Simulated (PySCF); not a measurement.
Species: cycloheptatriene, C7H8.
Bonds: C1–C2 (double), C2–C3, C3–C4 (double), C4–C5, C5–C6, C6–C7 (double), C1–C7. Hydrogens: H8 on C1; H9 on C2; H10 on C3; H11 on C4; H12, H13 on C5; H14 on C6; H15 on C7.

The same species was optimised twice, with GFN2-xTB and with PBE0-D3(BJ)/def2-SVP (PySCF), and the same property calculations (PySCF, gas phase) were run on both structures.

| coordinate | GFN2-xTB | PBE0-D3(BJ)/def2-SVP | change |
| --- | --- | --- | --- |
| C1=C2 (Å) | 1.351 | 1.366 | +0.015 |
| C6=C7 (Å) | 1.338 | 1.352 | +0.014 |
| C3=C4 (Å) | 1.338 | 1.352 | +0.014 |
| C1–C7 (Å) | 1.436 | 1.442 | +0.006 |
| C2–C3 (Å) | 1.436 | 1.442 | +0.006 |
| C5–C6 (Å) | 1.496 | 1.499 | +0.003 |
| C4–C5 (Å) | 1.496 | 1.499 | +0.003 |
| C4–C5–C6 (°) | 103.9 | 107.2 | +3.3 |
| C2–C1–C7 (°) | 124.6 | 125.6 | +1.0 |
| C1–C2–C3 (°) | 124.7 | 125.6 | +0.9 |
| C1–C7–C6 (°) | 124.7 | 125.0 | +0.3 |
| C2–C3–C4 (°) | 124.7 | 125.0 | +0.3 |
| C3–C4–C5 (°) | 121.2 | 121.4 | +0.2 |
| C5–C6–C7 (°) | 121.2 | 121.4 | +0.2 |

Rotational constants: A = 3814, B = 3727, C = 2105 MHz (GFN2-xTB) against A = 3705, B = 3692, C = 2036 MHz (PBE0-D3(BJ)/def2-SVP). Point groups within 0.08 Å: Cs and Cs.

On the GFN2-xTB structure: lowest singlet, TDDFT (eV) 4.83 [B3LYP/def2-SVPD]; lowest triplet, Tamm–Dancoff (eV) 3.29 [B3LYP/def2-SVPD]; isotropic polarisability (au) 80.6 [B3LYP/def2-SVPD]; HOMO (eV) -6.34 [B3LYP/def2-SVPD]; LUMO (eV) -1.03 [B3LYP/def2-SVPD]; dipole (D) 0.35 [B3LYP/def2-SVPD]; HOMO (eV) -6.54 [PBE0/pcSseg-1]; LUMO (eV) -0.79 [PBE0/pcSseg-1]; dipole (D) 0.35 [PBE0/pcSseg-1]; GIAO shielding of C1/C2 (mean) (ppm) 49.4 [PBE0/pcSseg-1]; GIAO shielding of C3/C7 (mean) (ppm) 55.2 [PBE0/pcSseg-1]; GIAO shielding of C4/C6 (mean) (ppm) 64.5 [PBE0/pcSseg-1]; GIAO shielding of C5 (ppm) 154.5 [PBE0/pcSseg-1].

Task: What do these properties become on the PBE0-D3(BJ)/def2-SVP structure?

Result: 
| property | level | on GFN2-xTB | on PBE0-D3(BJ)/def2-SVP | change |
| --- | --- | --- | --- | --- |
| lowest singlet, TDDFT (eV) | B3LYP/def2-SVPD | 4.83 | 4.49 | -0.34 |
| lowest triplet, Tamm–Dancoff (eV) | B3LYP/def2-SVPD | 3.29 | 2.99 | -0.30 |
| isotropic polarisability (au) | B3LYP/def2-SVPD | 80.6 | 82.7 | +2.1 |
| HOMO (eV) | B3LYP/def2-SVPD | -6.34 | -6.22 | +0.12 |
| LUMO (eV) | B3LYP/def2-SVPD | -1.03 | -1.24 | -0.21 |
| dipole (D) | B3LYP/def2-SVPD | 0.35 | 0.33 | -0.02 |
| energy, GFN2-xTB geometry as zero (kcal/mol) | B3LYP/def2-SVPD | 0.0 | -1.9 | -1.9 |
| HOMO (eV) | PBE0/pcSseg-1 | -6.54 | -6.41 | +0.13 |
| LUMO (eV) | PBE0/pcSseg-1 | -0.79 | -1.01 | -0.22 |
| dipole (D) | PBE0/pcSseg-1 | 0.35 | 0.34 | -0.01 |
| energy, GFN2-xTB geometry as zero (kcal/mol) | PBE0/pcSseg-1 | 0.0 | -0.7 | -0.7 |
| GIAO shielding of C1/C2 (mean) (ppm) | PBE0/pcSseg-1 | 49.4 | 46.2 | -3.2 |
| GIAO shielding of C3/C7 (mean) (ppm) | PBE0/pcSseg-1 | 55.2 | 50.6 | -4.6 |
| GIAO shielding of C4/C6 (mean) (ppm) | PBE0/pcSseg-1 | 64.5 | 61.6 | -2.9 |
| GIAO shielding of C5 (ppm) | PBE0/pcSseg-1 | 154.5 | 153.4 | -1.1 |

The heavy atoms differ by 0.033 Å rms after alignment. Among bonds between heavy atoms C1=C2, C3=C4 and C6=C7 change most and about equally (+0.014 to +0.015 Å). Changes are differences of the printed values. Neither structure is proved a minimum here.
